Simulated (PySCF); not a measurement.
H6Si3, SMILES [SiH2]1[SiH2][SiH2]1.

Geometry optimised at PBE0-D3(BJ)/def2-SVP.

Method: PySCF with PBE/def2-TZVPD.

Symmetry labels are those of the subgroup C2v that the program uses (full group D3h).

Computed valence orbital energies around the gap with their symmetry:
```
orbital  symmetry  energy (eV)
-------  --------  -----------
HOMO−7         B1       -12.07
HOMO−6         A1       -12.07
HOMO−5         B2        -9.34
HOMO−4         A1        -8.99
HOMO−3         A2        -8.51
HOMO−2         B2        -8.51
HOMO−1         B1        -5.97
HOMO           A1        -5.97
LUMO           B2        -2.05
LUMO+1         B1        -0.94
LUMO+2         A1        -0.94
LUMO+3         A1        -0.77
```
